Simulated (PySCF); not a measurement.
All of these have the formula C7H9N. Level of theory: PySCF 2.14.0, density-fitted response routines, TDDFT CAM-B3LYP/def2-SVPD, vertical, gas phase, core orbitals frozen in the response. Geometries: PBE0-D3(BJ)/def2-SVP; one conformer of each isolated species. Triplets are in the Tamm–Dancoff approximation.

A. `C=C/C(C)=C/CC#N`
B. `Cc1ccccc1N`
C. `CC1=CC[C@H](C#N)C1`
D. `C=C(C)n1cccc1`

Lowest singlet levels (six at most, fewer where fewer were computed) with oscillator strengths:

1. 238 nm (f 0.089); 224 nm (f 0.302); 201 nm (f 0.009); 194 nm (f 0.013); 180 nm (f 0.020); 175 nm (f 0.000); T1 3.65 eV
2. 219 nm (f 0.695); 190 nm (f 0.003); 176 nm (f 0.013); 171 nm (f 0.035); 171 nm (f 0.005); 170 nm (f 0.002)
3. 251 nm (f 0.048); 223 nm (f 0.022); 218 nm (f 0.088); 197 nm (f 0.001); 194 nm (f 0.003); 185 nm (f 0.378); T1 3.86 eV
4. 189 nm (f 0.004); 182 nm (f 0.271); 170 nm (f 0.005); 164 nm (f 0.002); 163 nm (f 0.000); 158 nm (f 0.027)

Task: Match each spectrum to its molecule.

Result: 1 = D, 2 = A, 3 = B, 4 = C.
- A: S1 at 5.66 eV, HOMO→LUMO (98%); Löwdin shares by element: HOMO carbon 82% or more (atoms not listed hold the other 18%); LUMO carbon 73% or more (atoms not listed hold the other 27%); HOMO -8.22 and LUMO -0.16 eV.
- B: S1 at 4.94 eV, HOMO→LUMO (83%), HOMO-1→LUMO+2 (14%); Löwdin shares by element: HOMO carbon 44% or more, nitrogen 23% (atoms not listed hold the other 32%); LUMO carbon 68% or more (atoms not listed hold the other 32%); HOMO -7.05 and LUMO 1.08 eV.
- C: S1 at 6.54 eV, HOMO→LUMO (95%); Löwdin shares by element: HOMO carbon 76% or more (atoms not listed hold the other 24%); LUMO carbon 32% or more, hydrogen 8% or more (atoms not listed hold the other 60%); HOMO -8.50 and LUMO 0.98 eV.
- D: S1 at 5.20 eV, HOMO→LUMO (97%); Löwdin shares by element: HOMO carbon 63% or more, nitrogen 10% (atoms not listed hold the other 26%); LUMO carbon 57% or more (atoms not listed hold the other 43%); HOMO -7.49 and LUMO 0.56 eV.
